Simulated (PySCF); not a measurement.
Compound: C5H9ClFSi (doublet state).
Cartesian coordinates in Å at the GFN2-xTB level; atoms count from 1:
```xyz
17
C5H9ClFSi angstrom
C     -1.6020   -1.1065   -0.0459
C     -0.2729   -0.4004   -0.0164
C     -0.2548    0.9742    0.0390
C     -1.4737    1.8194    0.0669
F     -1.1475    3.1486    0.1485
C      0.8977   -1.1471   -0.0455
Si     2.6413   -0.4894   -0.0166
Cl     3.8586   -2.1052   -0.0609
H     -2.1828   -0.8634    0.8429
H     -2.1803   -0.7960   -0.9153
H     -1.4689   -2.1839   -0.0862
H      0.6838    1.5021    0.0604
H     -2.0782    1.7018   -0.8453
H     -2.1122    1.5993    0.9354
H      0.7782   -2.2223   -0.0903
H      2.9495    0.2517    1.2084
H      2.9572    0.3290   -1.1890
```

The hyperfine couplings belong to this conformer and change with its torsions.

The species is `C/C([CH]CF)=C/[SiH2]Cl` [radical].

Level of theory: UKS B3LYP, pcH-1 on C Cl F H Si, non-relativistic, mean-field spin-orbit, GIAO in PySCF. The structure is a single GFN2-xTB conformer in the gas phase; no vibrational or solvent corrections. The geometry wasn't refined by DFT: couplings that depend on bond lengths, twists or pyramidal angles can differ widely from those at the functional's own minimum. Stability of the SCF solution: not tested. ⟨S²⟩ is 0.775 where a pure state has 0.75.

Largest spin populations (Mulliken): C6 (+0.65), C3 (+0.63) and C2 (-0.25). The angles at C6 add up to 360.0°, so it is planar.

(1) Test a(H) = Q·ρ(C) for the protons on planar carbons with a spin population beyond ±0.08.

(2) How do the β-proton couplings of this frozen conformer go with θ, the angle between the C–H bond and the normal to the plane of the spin centre's three neighbours, both seen down the bond from centre to carbon?

Answers

(1) 
```csv
H,C,ρ(C),a(H) (G),a/ρ (G)
H12,C3,+0.631,-14.04,-22.2
H15,C6,+0.655,-13.62,-20.8
```

A least-squares line through the origin gives Q = -21.5 G with Mulliken populations.

(2) 
```json
{"β H": "H13", "on": "C4", "centre": "C3", "θ (°)": "28", "cos²θ": "0.79", "a (G)": "+27.61"}
{"β H": "H14", "on": "C4", "centre": "C3", "θ (°)": "30", "cos²θ": "0.74", "a (G)": "+26.55"}
```

Couplings in gauss use g_iso = 2.0026.
